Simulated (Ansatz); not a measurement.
Coupled-cluster run, `C=[C]1[CH2][GaH]1`.

```yaml
crystal:
  periodic: [false, false, false]
  atoms:
    - {symbol: C, position_ang: [-0.182269, 1.168368, -1.119466]}
    - {symbol: C, position_ang: [0.079169, 0.429886, -0.048728]}
    - {symbol: C, position_ang: [0.607941, -0.973289, 0.110191]}
    - {symbol: Ga, position_ang: [-0.611233, -0.350339, 1.542899]}
    - {symbol: H, position_ang: [0.164912, 0.874676, -2.111249]}
    - {symbol: H, position_ang: [-0.737472, 2.098001, -1.051960]}
    - {symbol: H, position_ang: [1.614579, -1.019075, 0.536071]}
    - {symbol: H, position_ang: [0.481515, -1.695028, -0.697403]}
    - {symbol: H, position_ang: [-1.417152, -0.533210, 2.839655]}
basis:
  gaussian: {orbitals: def2-SVP}
correlation: {method: ccsd_t}
```

```sh
$ ansatz run in.yaml --threads 2 --pin off --events-out ev --progress --plain --max-ram 4352MiB
```

Log, shortened:

```
Functional definition: HF
1016 factors; integrals over basis functions are off by at most 1.5e-3 eV
mean field evaluation 1: about -55488.6173 eV, gradient 3.3e1 eV
mean field evaluation 2: about -55488.6805 eV, gradient 3.3e1 eV
mean field evaluation 4: about -55492.3138 eV, gradient 4.1e0 eV
mean field evaluation 8: about -55492.3862 eV, gradient 1.1e-1 eV
mean field evaluation 16: about -55492.3201 eV, gradient 1.4e0 eV
mean field evaluation 32: about -55484.0298 eV, gradient 8.3e-1 eV
mean field -55492.38640432 eV, -2039.3075862684 hartree, gradient 3.8e-6 eV, S^2 0.000000; 0 other end points of the search recorded, 0 dependent functions left out; unrestricted orbitals would lower it
12 core orbitals not correlated: weight in the atoms' cores, before any rotation towards them, 1.000 or more for the frozen orbitals, at most 0.000 for the correlated occupied ones
reference -55492.38640432 eV, -2039.3075862684 hartree; 15, 15 occupied and 72, 72 virtual orbitals, 1016 factors
second order -16.80880916 eV of doubles, -0.00000000 eV of singles
cycle   1  -16.76627895 eV  change    4.3e-2 eV  update   1.1e-1
cycle   2  -17.36450451 eV  change   -6.0e-1 eV  update   3.6e-2
cycle   3  -17.47936459 eV  change   -1.1e-1 eV  update   1.8e-2
cycle   4  -17.47735681 eV  change    2.0e-3 eV  update   4.6e-3
cycle   5  -17.47816152 eV  change   -8.0e-4 eV  update   1.8e-3
cycle   6  -17.47830374 eV  change   -1.4e-4 eV  update   5.7e-4
cycle   7  -17.47822471 eV  change    7.9e-5 eV  update   2.5e-4
cycle   8  -17.47825471 eV  change   -3.0e-5 eV  update   1.2e-4
cycle   9  -17.47825794 eV  change   -3.2e-6 eV  update   5.6e-5
cycle  10  -17.47822644 eV  change    3.1e-5 eV  update   2.7e-5
perturbative correction -0.70339389 eV, -0.0258492488 hartree
Total energy: -55510.56802466 eV, -2039.9757484917 hartree
```

Hardware: 2 threads of an Arm Neoverse V1 on a shared host. Wall time 8 s, peak host memory 0.4 GiB.

Correlation energy per correlated electron: -0.606 eV. T1 diagnostic: 0.0131.
